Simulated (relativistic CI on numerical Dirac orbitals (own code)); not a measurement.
Hyperfine structure of Os65+, mass number 189

Calculated at this level of theory: Dirac-Coulomb-Breit CI, orbitals from a KLI potential per configuration, a model potential for QED, unscaled Slater integrals (own radial code, finite nucleus).

Configurations in the expansion (outside the closed core [Ne]): 3s, 3p, 3d, 4s, 4p, 4d, 4f, 5s, 5p, 5d, 5f, 5g, 6s, 6p, 6d. Levels of other configurations are missing.

Nuclear spin I = 3/2, μ = 0.6576 μN, Q = 0.86 b (tables of Stone and Pyykkö). The electronic factors are computed for point nuclear moments, without core polarisation or the Bohr-Weisskopf and QED corrections.

```tsv
Level	E (10³ cm⁻¹)	A (GHz)	B (GHz)
3s 2S_1/2	0.0	3076	
3p 2P°_1/2	1344.4	1007	
3p 2P°_3/2	4766.4	108.1	433
3d 2D_3/2	6323.7	58.49	78.9
3d 2D_5/2	7098.3	23.14	95.2
4s 2S_1/2	27991.8	1260	
4p 2P°_1/2	28546.6	418.8	
4p 2P°_3/2	29948.0	45.59	184
```

Levels with J = 0, under 50 % of one LS term, or S terms without an open s electron are left out. Small factors come from cancelling terms and can be off by tens of per cent or more.

At this charge energies of transitions that change n are usually good to better than 1 %, and those within a shell (Δn = 0) to a few per cent.

Give the hyperfine levels of 3s 2S_1/2 relative to its centre of gravity.

With K = F(F + 1) − I(I + 1) − J(J + 1), E = AK/2: F = 1: -3845, F = 2: 2307 GHz.
